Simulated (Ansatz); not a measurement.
Job for Ansatz (a program for electronic structure): R-B3LYP/def2-TZVPP on BeClH (SMILES [BeH][Cl]), atoms moved off the minimum.

Ansatz 0.2 input:
```yaml
crystal:
  periodic: [false, false, false]
  atoms:
    - {symbol: Be, position_ang: [0.00649222, -0.00630855, -1.31255136]}
    - {symbol: H, position_ang: [0.00676891, -0.00082214, -2.63865893]}
    - {symbol: Cl, position_ang: [-0.03977201, -0.02152984, 0.42755506]}
basis:
  gaussian:
    orbitals: def2-TZVPP
hamiltonian:
  xc: {name: B3LYP}
scf: {lower_state_search: off}
output: {forces: true}
```

The head of its log:

```
WARN ansatz: RAYON_NUM_THREADS=1 ignored (pool sized by the plan → 1); use --threads N
Functional definition: B3LYP
these checks for a lower state are left out or cut short: stability, starts, cluster_reference, orbital_swaps, neighbouring_geometries, increment
integrals: 0.01 GiB planned
513 factors; their error is unknown
mean field: 0.14 GiB planned
mean field evaluation 1: about -12942.2272 eV, gradient 1.5e1 eV
mean field evaluation 2: about -12942.4432 eV, gradient 1.4e1 eV
```

Problem. What total energy does the run end on?

Solution. -475.6400 hartree.
